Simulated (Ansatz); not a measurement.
Molecular dynamics of ClH₇Si₃

Input file:

```yaml
crystal:
  periodic: [false, false, false]
  atoms:
    - { symbol: Si, position_ang: [-0.123322, 0.041314, 0.033575] }
    - { symbol: H, position_ang: [0.261208, -0.353269, 1.419715] }
    - { symbol: Cl, position_ang: [1.957122, 0.145758, -0.785824] }
    - { symbol: Si, position_ang: [-1.078547, 2.091937, -0.596204] }
    - { symbol: H, position_ang: [-2.037849, 2.452054, 0.533639] }
    - { symbol: H, position_ang: [-0.166291, 3.158982, -0.838343] }
    - { symbol: H, position_ang: [-1.845839, 1.820332, -1.89891] }
    - { symbol: Si, position_ang: [-0.889829, -2.120108, -0.931148] }
    - { symbol: H, position_ang: [-2.054913, -2.616196, -0.062997] }
    - { symbol: H, position_ang: [-1.228595, -2.106478, -2.399709] }
    - { symbol: H, position_ang: [0.313071, -2.916168, -0.74706] }
basis:
  gaussian: { orbitals: "6-31G" }
hamiltonian:
  xc: b3lyp
  dispersion: d4
md:
  timestep: 0.5
  n_steps: 250
  ensemble: nvt_langevin
  temperature: 500.0
  initial_velocities: maxwell_boltzmann
  seed: 259871
  friction: 0.02
```

Run as:

```bash
$ ansatz run input.yaml --threads 1 --pin off --max-ram 2048MiB --backend cpu --events-out ev --progress --plain --runs-dir out
```

It goes on from the last frame of an earlier run, with new velocities.

Output, in part (step lines, the closing report, with atoms numbered from 0):

```
md step     0: t =     0.00 fs  T =   454.5 K  F+E_penalty+E_count = -36268.06721518 eV  E_kin = 0.646300 eV  (23 SCF iters)
[... lines left out ...]
Total energy: -36268.12803637 eV, -1332.8291219165 hartree
Atom 0 at     0.069340    -0.209482    -0.209946 Å, force     0.820448    -1.039986     0.193582 eV/Å
Atom 1 at     0.427213    -0.538981     1.216843 Å, force    -0.162520     0.178265     0.049026 eV/Å
Atom 2 at     2.148588    -0.127379    -1.086754 Å, force    -0.285934     0.041161    -0.050481 eV/Å
Atom 3 at    -0.970280     1.842716    -0.355761 Å, force    -1.968691    -1.045245    -0.303689 eV/Å
Atom 4 at    -1.183850     2.400819     0.952873 Å, force    -0.008137     0.403224     1.198504 eV/Å
Atom 5 at    -0.430668     2.840734    -1.194127 Å, force     0.955968     1.089014    -1.122121 eV/Å
Atom 6 at    -2.398710     1.570253    -0.879859 Å, force     0.547832     0.041204     0.143714 eV/Å
Atom 7 at    -0.937166    -2.227924    -1.044241 Å, force    -0.038518     0.490123    -0.769703 eV/Å
Atom 8 at    -2.446161    -2.160551    -1.092458 Å, force     0.154911     0.106535    -0.007671 eV/Å
Atom 9 at    -0.387300    -2.479489    -2.445546 Å, force    -0.212171     0.040059     0.391995 eV/Å
Atom 10 at    -0.571994    -3.342524    -0.149768 Å, force     0.196812    -0.304354     0.276846 eV/Å
Dipole moment:    -0.614953     0.022161     0.187124 e Å
```

The steps, from the saved trajectory:

```json
{"time (fs)": "0", "T (K)": "455", "potential energy less start (eV)": "0.000"}
{"time (fs)": "4", "T (K)": "472", "potential energy less start (eV)": "0.134"}
{"time (fs)": "8", "T (K)": "420", "potential energy less start (eV)": "0.096"}
{"time (fs)": "12", "T (K)": "440", "potential energy less start (eV)": "0.260"}
{"time (fs)": "16", "T (K)": "408", "potential energy less start (eV)": "0.256"}
{"time (fs)": "20", "T (K)": "400", "potential energy less start (eV)": "0.393"}
{"time (fs)": "24", "T (K)": "359", "potential energy less start (eV)": "0.462"}
{"time (fs)": "28", "T (K)": "536", "potential energy less start (eV)": "0.190"}
{"time (fs)": "32", "T (K)": "441", "potential energy less start (eV)": "0.318"}
{"time (fs)": "36", "T (K)": "612", "potential energy less start (eV)": "0.146"}
{"time (fs)": "40", "T (K)": "405", "potential energy less start (eV)": "0.364"}
{"time (fs)": "44", "T (K)": "506", "potential energy less start (eV)": "-0.022"}
{"time (fs)": "48", "T (K)": "450", "potential energy less start (eV)": "0.112"}
{"time (fs)": "52", "T (K)": "496", "potential energy less start (eV)": "0.078"}
{"time (fs)": "56", "T (K)": "382", "potential energy less start (eV)": "0.159"}
{"time (fs)": "60", "T (K)": "501", "potential energy less start (eV)": "-0.108"}
{"time (fs)": "64", "T (K)": "479", "potential energy less start (eV)": "-0.103"}
{"time (fs)": "68", "T (K)": "347", "potential energy less start (eV)": "0.032"}
{"time (fs)": "72", "T (K)": "305", "potential energy less start (eV)": "0.065"}
{"time (fs)": "76", "T (K)": "352", "potential energy less start (eV)": "0.090"}
{"time (fs)": "80", "T (K)": "481", "potential energy less start (eV)": "0.013"}
{"time (fs)": "84", "T (K)": "310", "potential energy less start (eV)": "0.233"}
{"time (fs)": "88", "T (K)": "354", "potential energy less start (eV)": "0.178"}
{"time (fs)": "92", "T (K)": "433", "potential energy less start (eV)": "0.001"}
{"time (fs)": "96", "T (K)": "476", "potential energy less start (eV)": "-0.038"}
{"time (fs)": "100", "T (K)": "473", "potential energy less start (eV)": "-0.023"}
{"time (fs)": "104", "T (K)": "395", "potential energy less start (eV)": "-0.055"}
{"time (fs)": "108", "T (K)": "454", "potential energy less start (eV)": "-0.068"}
{"time (fs)": "112", "T (K)": "324", "potential energy less start (eV)": "0.055"}
{"time (fs)": "116", "T (K)": "409", "potential energy less start (eV)": "0.081"}
{"time (fs)": "120", "T (K)": "424", "potential energy less start (eV)": "0.036"}
{"time (fs)": "124", "T (K)": "493", "potential energy less start (eV)": "-0.104"}
```

The run went to its last step. The mean temperature of the second half is 19 % below the set value. A run of 0.12 ps of so small a system gives no equilibrium averages. Limits of this set-up: no polarisation functions.

The same pairs are bonded in the first frame and the last. Pairs count as bonded within 1.25 times the sum of covalent radii (0.12 Å more for H–H).

Last frame:

```xyz
11
Properties=species:S:1:pos:R:3
Si 0.069 -0.209 -0.210
H 0.427 -0.539 1.217
Cl 2.149 -0.127 -1.087
Si -0.970 1.843 -0.356
H -1.184 2.401 0.953
H -0.431 2.841 -1.194
H -2.399 1.570 -0.880
Si -0.937 -2.228 -1.044
H -2.446 -2.161 -1.093
H -0.387 -2.479 -2.446
H -0.572 -3.342 -0.150
```

The run took 15 min on 1 thread of Arm Neoverse V2, with other jobs on the host, peak memory 0.16 GiB.
